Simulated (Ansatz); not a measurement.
Harmonic frequencies (cm⁻¹) at PBE0-D4/def2-TZVP from Ansatz: 66, 134, 156, 188, 379, 453, 528, 644, 717, 835, 878, 936, 1016, 1072, 1122, 1176, 1227, 1367, 1408, 1444, 1467, 1475, 1742, 2440, 3048, 3102, 3115, 3147, 3175, 3467.

Each molecule was computed in one conformer, which needn't be the lowest.

(1) Which molecule is it?
A. `C[N]([GeH3])BF`
B. `O/C(F)=[CH]\[GeH3]`
C. `CC(=N)C[SeH]`
D. `C#CC(C)(C)F`

Results:

(1) C.
